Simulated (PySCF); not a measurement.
Polarisability and C₆ of Os(2+) (osmium, charge +2)

[Xe] 4f14 5d6, high-spin 5D determinant. Calculation: PySCF 2.14, in aug-cc-pwCVTZ-PP with ECP60MDF (8s8p7d4f3g, 122 functions); a scalar-relativistic core potential. Coupled (time-dependent) response in atomic units; α is the mean over directions.

| method | mean α (bohr³) | α xx, yy, zz | C₆ (like pair) | S(−4) |
| --- | --- | --- | --- | --- |
| PBE0 | 11.24 | 11.48, 11.48, 10.75 | 71.21 | 37.72 |

S(−4) is the Cauchy moment in α(ω) = α(0) + S(−4) ω² + …

Spin-orbit coupling is absent.

α(iu) at PBE0:

```
u (hartree)  α(iu) (bohr³)
          0          11.24
     0.0500          11.15
      0.100          10.88
      0.200          10.02
      0.300          8.987
      0.500          7.145
      0.750          5.484
       1.00          4.331
       1.50          2.879
       2.00          2.035
       3.00          1.152
       5.00         0.5005
```

A single London oscillator, α(iu) = α/(1 + u²/ω²), gives C₆ = (3/4) ω α². Matching the computed C₆ needs ω = 4 × 71.21 / (3 × 11.24²) = 0.752 hartree.

For an ion, C₆ is the dispersion term alone; charge-induced terms of lower order in 1/R come first.

The components differ because the open shell of this determinant is not spherical; for a pure term their mean is the scalar polarisability.

Energies and moments cover only the electrons outside the core potential. Spin-orbit coupling, absent here, splits the open shell strongly.
